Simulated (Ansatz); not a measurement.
Reaction (redistribution): `[NH2][Ga]([F])[F]` + `CB(C)C[SiH3]` → `[F][Ga]([F])[SiH3]` + `CB(C)CN`

Gas-phase electronic energies from Ansatz, PBE0-D4/def2-TZVP geometries. CCSD(T)/CBS is the MP2 limit (def2-TZVPP, def2-QZVPP) plus CCSD(T) − MP2 in def2-TZVPP, frozen cores. DFT in def2-TZVPP. For Ga outer-core shells are correlated without core-valence functions, which leaves a few kJ/mol of doubt a bond. Scalar relativity is left out up to krypton. Each species was taken in one conformer, which may not be the lowest.

CCSD(T)/CBS gives +1.08 eV.

Task: Another level gave +1.18 eV. Which?
A. RPA@PBE/def2-TZVPP
B. revPBE-D4/def2-TZVPP
C. SCS-MP2/def2-TZVPP
D. PBE0-D4/def2-TZVPP

Result: C. SCS-MP2/def2-TZVPP 1.18, RPA@PBE/def2-TZVPP 1.04, PBE0-D4 0.92, revPBE-D4 0.85 eV.

Largest T1 diagnostic among the species: 0.015.

From r2SCAN to r2SCAN0 (25 % exact exchange), in def2-TZVPP and without D4, ΔE moves by +0.04 eV. Leaving LDA and LC-ωPBE aside and taking each functional with its dispersion term where it has one, the values, not all of them listed here, spread over 0.25 eV, from PBE-D4 to PBE-QIDH. LDA lies +0.04 eV from PBE without D4.
